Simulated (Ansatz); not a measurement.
Consider the homolysis of the C–Cl bond: `ClC[CH2][GeH3]` → `[CH2][CH2][GeH3]`• + Cl•.

Computed with Ansatz on PBE0-D4/def2-TZVP structures; ΔE is electronic, products minus reactants. CCSD(T)/CBS is the MP2 limit (def2-TZVPP, def2-QZVPP) plus CCSD(T) − MP2 in def2-TZVPP, frozen cores. This one scheme is used for every species, atoms too. Functionals use def2-TZVPP. B3LYP here is the variant with VWN-RPA as its local correlation; programs differ in this. HSE06 is defined as in plane-wave codes. No spin–orbit coupling; open shells (•) take unrestricted orbitals. Spin–orbit coupling would lower the free atoms: a little for Cl. Bonds to Ge are less sure, by a few kJ/mol each and by 10 to 20 or more in all where they break to atoms, as the def2 sets lack core-valence functions. Scalar relativity is left out up to krypton. One conformer a species, not always the lowest.

`ClC[CH2][GeH3]`:

Z-matrix (Å, degrees):
```
C
C 1 1.510
Cl 1 1.789 2 112.0
H 1 1.090 2 111.8 3 119.0
H 1 1.090 2 112.0 3 -118.8
Ge 2 1.969 1 114.5 3 -59.5
H 2 1.095 1 108.3 3 -179.5
H 2 1.093 1 110.4 3 63.5
H 6 1.540 2 108.5 1 -159.9
H 6 1.540 2 109.0 1 -41.5
H 6 1.534 2 111.9 1 79.9
```

`[CH2][CH2][GeH3]`•:

```xyz
10

C    -1.537   -0.270   -0.027
C    -0.237   -0.368   -0.696
Ge    1.199    0.408    0.440
H    -2.132    0.631   -0.102
H    -1.851   -1.023    0.685
H    -0.209    0.182   -1.640
H     0.057   -1.403   -0.892
H     1.258   -0.352    1.776
H     0.884    1.888    0.719
H     2.569    0.306   -0.262
```

```
             level  ΔE (eV)  difference from CCSD(T)/CBS
            PBE-D4     3.73                         0.00
         revPBE-D4     3.60                        -0.13
           BLYP-D4     3.46                        -0.27
         r2SCAN-D4     3.51                        -0.22
           PBE0-D4     3.64                        -0.09
          B3LYP-D4     3.47                        -0.26
        r2SCAN0-D4     3.43                        -0.30
          BHLYP-D4     3.33                        -0.40
      CAM-B3LYP-D4     3.51                        -0.22
           ωB97M-V     3.73                         0.00
            B2PLYP     3.50                        -0.23
          PBE-QIDH     3.67                        -0.06
               PBE     3.65                        -0.08
            revPBE     3.40                        -0.33
              BLYP     3.30                        -0.43
            r2SCAN     3.49                        -0.24
              PBE0     3.57                        -0.16
             B3LYP     3.35                        -0.38
           r2SCANh     3.46                        -0.27
           r2SCAN0     3.41                        -0.32
             HSE06     3.58                        -0.15
             BHLYP     3.24                        -0.49
         CAM-B3LYP     3.44                        -0.29
           LC-ωPBE     3.51                        -0.22
RPA@PBE/def2-TZVPP     3.31                        -0.42
       HF/def2-SVP     2.20                        -1.53
      MP2/def2-SVP     3.57                        -0.16
     CCSD/def2-SVP     3.28                        -0.45
  CCSD(T)/def2-SVP     3.38                        -0.35
     HF/def2-TZVPP     2.23                        -1.50
    MP2/def2-TZVPP     3.84                         0.11
SCS-MP2/def2-TZVPP     3.71                        -0.02
   CCSD/def2-TZVPP     3.43                        -0.30
CCSD(T)/def2-TZVPP     3.57                        -0.16
     HF/def2-QZVPP     2.23                        -1.50
    MP2/def2-QZVPP     3.94                         0.21
SCS-MP2/def2-QZVPP     3.81                         0.08
      HF/CBS(def2)     2.23                        -1.50
     MP2/CBS(def2)     4.00                         0.27
    CCSD/CBS(def2)     3.59                        -0.14
       CCSD(T)/CBS     3.73                            0
```

Largest T1 diagnostic among the species: 0.013.

From r2SCAN to r2SCAN0 (25 % exact exchange), in def2-TZVPP and without D4, ΔE moves by −0.08 eV: exact exchange takes away binding that semilocal exchange gives to molecules. At CCSD(T), def2-SVP lies −0.35 eV from the extrapolated value and def2-TZVPP −0.16 eV: correlation converges slowly with the basis, and small sets miss more of it in the bonded molecule than in its fragments. In def2-TZVPP, CCSD(T) changes the Hartree–Fock value by +1.35 eV (the triples alone add +0.14 eV) and MP2 by +1.62 eV; breaking electron pairs costs correlation energy, which Hartree–Fock lacks.

CCSD(T)/CBS has its own doubt, a few kJ/mol and more with outer-core shells, so smaller differences from it don't rank the levels.
